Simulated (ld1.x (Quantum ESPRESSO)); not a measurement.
# Which setting gave this result? (Ca, TM semilocal)

Base potential:

```json
{"Element": "calcium (Ca)", "Generator": "ld1.x (Quantum ESPRESSO) 7.5", "Type": "norm-conserving Troullier–Martins (semilocal form)", "Functional": "PBE", "Relativity": "scalar-relativistic", "Frozen core": "[Ar]", "Valence charge": "2", "Reference configuration": "3d0.5 4s1.5 4p0", "Partial waves": "4s (bound): rc 3.65 bohr; 3d (bound): rc 2.65 bohr; 4p (bound, empty): rc 2.85 bohr", "Local potential": "the p channel", "Core correction": "a·sin(br)/r model core inside 1.45 bohr"}
```

Cutoffs, loose and tight: the cutoffs (Ry, on a coarse ladder) from which the occupation-weighted sum of valence levels, in a spherical-Bessel basis at the reference potential, stays within 10 and 1 mRy of its value at 400 Ry. They do not see the model core or the augmentation charge, which bear on the density cutoff. Test errors are all-electron minus pseudo excitation energies from the reference, over the configurations 3d0 4s2 4p0; 3d0 4s1 4p0; 3d0 4s1.5 4p0; 3d0 4s0 4p2; 3d0 4s0 4p1; 3d1 4s1 4p0; 3d1 4s0 4p0; variants that change the core or the reference have their own tests. The largest error is taken over the tests solved by every variant that gives reliable tests at all, those not shown here included: 3d0 4s1 4p0; 3d0 4s1.5 4p0; 3d0 4s2 4p0; 3d1 4s0 4p0; 3d1 4s1 4p0.

Only the scale of all radii but the core radius (base = 1) is moved:

```tsv
scale of all radii but the core radius (base = 1)	cutoff, loose	cutoff, tight	bound ghosts	largest test error (meV)
0.79	35 Ry	45 Ry	none	-66
1.01	21 Ry	30 Ry	none	-40
1.11	18 Ry	25 Ry	none	-13
1.23	18 Ry	21 Ry	none	+19
1.35	15 Ry	18 Ry	none	+48
```

Question: One more run gave cutoff, loose: 30 Ry; cutoff, tight: 40 Ry; bound ghosts: none; largest test error (meV): -60. Which value of the scale of all radii but the core radius (base = 1) was used?

Answer: 0.87. The tight cutoff moves one way along this sweep, from 45 Ry at 0.79 to 18 Ry at 1.35, which places the run between 0.79 and 1.01.
